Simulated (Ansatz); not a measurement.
The cation of `[SiH3]Br` at the neutral geometry.

```yaml
crystal:
  periodic: [false, false, false]
  atoms:
    - {symbol: Si, position_ang: [-0.137371, 0.041368, -0.051466]}
    - {symbol: Br, position_ang: [1.862942, -0.720272, 0.534893]}
    - {symbol: H, position_ang: [-1.054536, -0.119587, 1.099575]}
    - {symbol: H, position_ang: [-0.615852, -0.745957, -1.210421]}
    - {symbol: H, position_ang: [-0.005282, 1.470747, -0.413982]}
basis:
  gaussian: {orbitals: def2-TZVPP}
total_charge: 1
magnetization: {spin_polarized: true, initial_magnetization: 1}
hamiltonian: {xc: pbe, dispersion: d4}
```

```sh
$ ansatz run in.yaml --threads 4 --pin off --events-out ev --progress --plain --max-ram 10444MiB
```

Output, abridged:

```
Functional definition: PBE
841 factors; their error is unknown
mean field evaluation 1: about -77946.7319 eV, gradient 1.6e1 eV
mean field evaluation 2: about -77941.1335 eV, gradient 2.8e1 eV
mean field evaluation 4: about -77948.6195 eV, gradient 2.7e0 eV
mean field evaluation 8: about -77948.4431 eV, gradient 5.3e0 eV
mean field evaluation 16: about -77948.6271 eV, gradient 3.8e-3 eV
mean field -77948.62710419 eV, -2864.5592106019 hartree, gradient 3.4e-6 eV, S^2 0.752946; 10 other end points of the search recorded, 0 dependent functions left out
reference -77948.62714038 eV, -2864.5592119317 hartree; 26, 25 occupied and 106, 107 virtual orbitals, 841 factors
Total energy: -77948.69274501 eV, -2864.5616228576 hartree
```

It took 10 s on 4 threads of an Arm Neoverse V1 on a shared host, with 0.28 GiB of host memory at the peak.
